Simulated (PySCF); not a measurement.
`CC(C)[SiH2]O[SiH2][SiH3]`. Method: PySCF 2.14.0, PBE0-D3(BJ)/def2-SVP geometry optimisation, gas phase.

```
atom  x, y, z in Å
C1    -1.1835   -0.0621   -1.4493
C2    -1.2512   -0.2287    0.0674
C3    -2.6728   -0.5010    0.5574
Si4   -0.5231    1.2679    0.9530
O5     1.0136    1.5837    0.3905
Si6    2.5768    1.0259    0.4193
Si7    2.6234   -1.3037    0.1040
H8    -1.5614   -0.9599   -1.9664
H9    -0.1543    0.1160   -1.7966
H10   -1.7969    0.7912   -1.7837
H11   -0.6147   -1.0878    0.3557
H12   -3.0901   -1.4040    0.0815
H13   -2.7165   -0.6541    1.6476
H14   -3.3483    0.3356    0.3119
H15   -1.3553    2.4793    0.6867
H16   -0.4747    1.0136    2.4285
H17    3.2241    1.3602    1.7276
H18    3.3383    1.7073   -0.6694
H19    1.8822   -1.9904    1.2091
H20    1.9774   -1.6735   -1.1942
H21    4.0355   -1.7987    0.0991
```

(1) What is the longest distance between nuclei?

(2) Work out the bond lengths C1–H8, C2–C3, C2–Si4, C3–H13, Si4–O5, Si4–H15, Si7–H19, Si7–H20 in Å.

(3) What is the repulsion energy of the bare nuclei, Σ ZA·ZB/RAB?

(4) Where is the centre of mass (commonest isotopes), and what is the radius of gyration?

(5) How far are the heavy atoms from their best plane (unweighted least squares)?

(6) How far apart are these pairs, which share no bond: C1···C3, C1···Si4, C1···H17, H8···H14, H14···H17, H15···H16?

## Answers

(1) H14···H21, 7.69 Å; the next longest distance is 7.18 Å.

(2) For C1–H8 the difference vector is (-0.3779, -0.8978, -0.5171) Å, of length 1.1028 Å. C1–H8 1.103; C2–C3 1.528; C2–Si4 1.885; C3–H13 1.102; Si4–O5 1.667; Si4–H15 1.494; Si7–H19 1.497; Si7–H20 1.496 Å.

(3) 544.34 Eh over 210 pairs, with full nuclear charges and distances in bohr; the largest single term is 44.11 Eh (Si6 with Si7).

(4) Mass 150.035 u; centre at (0.567, 0.278, 0.259) Å; Rg = √(Σ m r²/M) = 2.334 Å. As Ia + Ib + Ic = 2 Σ m r², the three principal moments sum to 1634.7 u·Å².

(5) 0.632 Å rms; C1 1.33, C2 0.14, C3 0.73, Si4 0.38, O5 0.30, Si6 0.10, Si7 0.48 Å (magnitudes).

(6) C1···C3 2.537 Å (2 bonds apart); C1···Si4 2.824 Å (2 bonds apart); C1···H17 5.616 Å (5 bonds apart); H8···H14 3.172 Å (4 bonds apart); H14···H17 6.801 Å (6 bonds apart); H15···H16 2.441 Å (2 bonds apart).

Not checked by PBE0-D3(BJ)/def2-SVP frequencies. The numbers are those of one conformer.
